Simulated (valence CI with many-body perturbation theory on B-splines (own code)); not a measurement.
The numbers below are computed, except where a source is named.
Basis-set convergence for Ge25+

Level of theory: relativistic CI+MBPT: five valence electrons over a frozen Dirac-Fock core [He], radial functions for each j: 9 s, 9 p, 8 d, 6 f, 3 g, 1 h, with the one-electron correlation potential Σ1 (screened to all orders), the two-electron term Σ2, the three-electron term Σ3, Breit, model QED; selected single and double excitations, second order for the rest, scaled by the run's own slope (own B-spline code, finite nucleus).

No measured levels were compared; by estimate levels of excited configurations hold to 0.05 to 0.15 % of their energy, terms of the ground configuration to about 0.5 %. Among the levels kept, up to 3900 cm⁻¹ of a level comes from second order outside the variational space, and about a tenth of that is noise between levels of different J, which matters for small intervals.

The reference run has the lowest level 2s2 2p3 4S°_3/2 and an ionisation energy of 2574.29 eV. Its largest variational space holds 27439 state functions.

Names give the largest LS component (configuration and term), which can be under half, so a name can repeat, a term be missing and a line seem to break the LS rules; names also repeat where a configuration has a term twice.

Changed runs:
A. basis 6 s, 6 p, 5 d, 3 f, 1 g
B. basis 5 s, 5 p, 4 d, 2 f

Excitation energies of the reference run in cm⁻¹, and shifts in cm⁻¹:

```tsv
Level	Reference	A	B
2s2 2p3 2D°_3/2	233779	+76	+235
2s2 2p3 2D°_5/2	313654	+172	+472
2s2 2p3 2P°_1/2	426684	+169	+566
2s2 2p3 2P°_3/2	629873	+139	+444
2s 2p4 4P_5/2	1081670	-1.6	+0.6
2s 2p4 4P_3/2	1248940	-7.6	+14
2s 2p4 4P_1/2	1272580	+8.0	+104
2s 2p4 2D_3/2	1504980	+209	+699
2s 2p4 2D_5/2	1569850	+232	+722
2s 2p4 2S_1/2	1717570	+225	+829
2s 2p4 2P_3/2	1788620	+269	+894
2s 2p4 2P_1/2	2039370	+238	+870
Ionisation energy (eV)	2574.29	-0.027	-0.10
```
